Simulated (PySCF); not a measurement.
Cl2H2OSi, SMILES O[SiH](Cl)Cl. Heavy atoms are numbered as in [SiH:1]([OH:2])([Cl:3])[Cl:4]. Hydrogens are named by the atom that carries them.

Coordinates come from a PBE0-D3(BJ)/def2-SVP optimisation. Other conformers were not sampled.

Calculation: PySCF with PBE0/pcSseg-1.

GIAO shieldings, no solvent; atoms alike by connectivity are averaged. δ = σ(ref) − σ: ²⁹Si against TMS (σ = 352.7 ppm); ¹⁷O against H2O (σ = 334.2 ppm); ³⁵Cl against HCl (σ = 945.9 ppm); ¹H against TMS (σ = 31.56 ppm), references at their B3LYP-D3(BJ)/def2-TZVP geometries, non-relativistic (without spin–orbit terms, shifts of atoms bonded to Cl or Br come out too high).

Computed chemical shifts:
```
nucleus      atoms  count  δ (ppm)
-------  ---------  -----  -------
²⁹Si     Si1 (SiH)      1     -6.6
¹⁷O        O2 (OH)      1     88.9
³⁵Cl           Cl3      2    121.2
¹H        H on Si1      1     5.71
¹H         H on O2      1     2.93
```
